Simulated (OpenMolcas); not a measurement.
# OpenMolcas run: Ag2+

Ag2+ with its 6 nearest oxide ions at 2.245 Å, on the Mg site of MgO (a = 4.2112 Å, distance in the model lattice 2.106 Å). The rest of the host is ab initio model potentials to 7.6 Å, with orthogonalisation functions on the cations behind the ligands, and point charges beyond; the distance is set by hand and nothing relaxes. Ligand basis ANO-RCC-VDZP.

Input, with the lattice sites abridged:

```
&GATEWAY
Basis set
Ag.ANO-RCC-VTZP.
Ag1 0.0 0.0 0.0 Angstrom
End of basis
Basis set
O.ANO-RCC-VDZP.
L1 2.245000 0.000000 0.000000 Angstrom
L2 0.000000 2.245000 0.000000 Angstrom
L3 0.000000 0.000000 2.245000 Angstrom
End of basis
Basis set
Mg.EMB-AIMP.Pascual.10s4p.1s1p.ECP.MgO.
PseudoCharge
* 3 symmetry-unique lattice sites within 7.6 angstrom
End of basis
Basis set
Mg.EMB-AIMP.Pascual.0s.0s.ECP.MgO.
PseudoCharge
* 40 symmetry-unique lattice sites within 7.6 angstrom
End of basis
Basis set
O.EMB-AIMP.Pascual.0s.0s.ECP.MgO.
PseudoCharge
* 55 symmetry-unique lattice sites within 7.6 angstrom
End of basis
Symmetry
XYZ
AngMom=0.0 0.0 0.0
AMFI
RICD
XField
997 Angstrom 0
* Evjen-weighted lattice charges
&SEWARD
* reference wave functions (RASSCF and RASSI steps not shown): 9 electrons in 5 orbitals (4d)
>>> COPY JOB001 $Project.JobIph
&CASPT2
Multistate=5 1 2 3 4 5
NoMult
Frozen=11 9
IPEA=0.25
Imaginary=0.1
MaxIter=60
WThr=0.0 0.3 0.05
PrWF=0.5
NoMix
```

Launched by
```bash
OMP_NUM_THREADS=1 MOLCAS_MEM=2457 MOLCAS_PROJECT=a pymolcas a.inp > a.log  # once for each step of the input, in one work folder
```

Output, cut to the results:

```
--- CASPT2 ---
Orbital specifications:
      -----------------------

      Symmetry species                           1   2
                                                ag  au
      Frozen orbitals                           11   9
      Inactive orbitals                         13  15
      Active orbitals                            5   0
      Secondary orbitals                        61  62
      Deleted orbitals                           0   0
      Number of basis functions                 90  86
Type of calculation                        SS-CASPT2
      Fock operator                              state-specific
      IPEA shift                                 0.25
      Real shift                                 0.00
      Imaginary shift                            0.10
      The input orbitals will be transformed to quasi-canonical
Reference energy:       -5771.0089577566
      E2 (Non-variational):      -1.7946168642
      Shift correction:          -0.0013334735
      E2 (Variational):          -1.7959503377
      Total energy:           -5772.8049080943
      Residual norm:              0.0000009136
      Reference weight:           0.69487
      Contributions to the CASPT2 correlation energy
      Active & Virtual Only:         -0.1951187262
      One Inactive Excited:          -0.3876077806
      Two Inactive Excited:          -1.2118903574
Reference energy:       -5771.0089577566
      E2 (Non-variational):      -1.7945724833
      Shift correction:          -0.0013316092
      E2 (Variational):          -1.7959040925
      Total energy:           -5772.8048618491
      Residual norm:              0.0000007746
      Reference weight:           0.69492
      Contributions to the CASPT2 correlation energy
      Active & Virtual Only:         -0.1950791236
      One Inactive Excited:          -0.3876090934
      Two Inactive Excited:          -1.2118842663
::    CASPT2 Root  1     Total energy:  -5772.80490809
::    CASPT2 Root  2     Total energy:  -5772.80486185
::    CASPT2 Root  3     Total energy:  -5772.71242911
::    CASPT2 Root  4     Total energy:  -5772.71242911
::    CASPT2 Root  5     Total energy:  -5772.71135536
```

Spin-orbit levels above the lowest (labels of O, the rotations of Oh), with the averaged single-state CASPT2 energies on the diagonal:

| E (cm-1) | Degeneracy | Label | 2S+1 | g |
| --- | --- | --- | --- | --- |
| 0 | 4 | Γ8 | 2 |  |
| 18940 | 2 | Γ7 | 2 | 1.92 1.92 1.92 |
| 21510 | 4 | Γ8 | 2 |  |

Roots that are degenerate in the reference are averaged as groups; the widest CASPT2 spread within a group is 240 cm-1 (the 3-fold group of multiplicity 2 near 20400 cm-1 above the lowest state of its run). Shifts and gaps below about the spread of the groups concerned are not significant. Over all roots computed the reference weight is 0.69 to 0.70; a low but even weight reflects the number of correlated electrons. An orbital doublet at a regular site is open to a Jahn-Teller distortion, which this geometry leaves out. The least metal-like active orbital is 78 % on the metal (Löwdin) and no ligand orbital is active, so the numbers are rough. Ligand-to-metal charge-transfer states are missing. With one d shell and no ligand orbital active, 10Dq can be off by a tenth or more. No measured value stands beside these numbers; the geometry was set by hand and not optimised.

The CASPT2 steps took 30 s on 1 thread of Arm Neoverse V1 (shared host); the integral step is not counted.
